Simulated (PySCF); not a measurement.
# Exercise with solution: chemical shift, span and skew from a shielding tensor

C₃H₆BFO, SMILES FCB1CCO1. Atoms are numbered in the order given.

```xyz
12

F      0.5012    -2.3316     0.0000
C     -0.5905    -1.4893     0.0000
B     -0.1735     0.0242     0.0000
C      1.1334     0.9165     0.0000
C      0.0574     2.0130     0.0000
O     -1.0475     1.0751     0.0000
H     -1.2196    -1.7105     0.8836
H     -1.2196    -1.7105    -0.8836
H      1.7696     0.8708     0.8950
H      1.7696     0.8708    -0.8950
H      0.0171     2.6503     0.8974
H      0.0171     2.6503    -0.8974
```

Coordinates come from a PBE0-D3(BJ)/def2-SVP optimisation. This is a generated structure with no PubChem entry under its InChIKey; it may be hypothetical. Other conformers were not sampled.

GIAO shieldings from PBE/pcSseg-1 run with PySCF, non-relativistic, no solvent. The symmetric part of the tensor of F1 has the principal values 440.6, 463.4, 496.8 ppm. The same nucleus in CFCl3 has σ = 133.6 ppm at this level (PySCF, at its B3LYP-D3(BJ)/def2-TZVP geometry).

Problem. Work out the isotropic shielding, the ¹⁹F shift against CFCl3, the span and the skew.

Solution. 
σ(iso) = (σ11 + σ22 + σ33)/3 = 466.9 ppm. δ = σ(ref) − σ(iso) = 133.6 − (466.9) = -333.3 ppm.
Span Ω = σ33 − σ11 = 56.2 ppm. Skew κ = 3(σ(iso) − σ22)/Ω = 0.19. Tumbling in solution averages the tensor to δ; in a static solid the shielding alone would spread this spin-1/2 line over Ω.
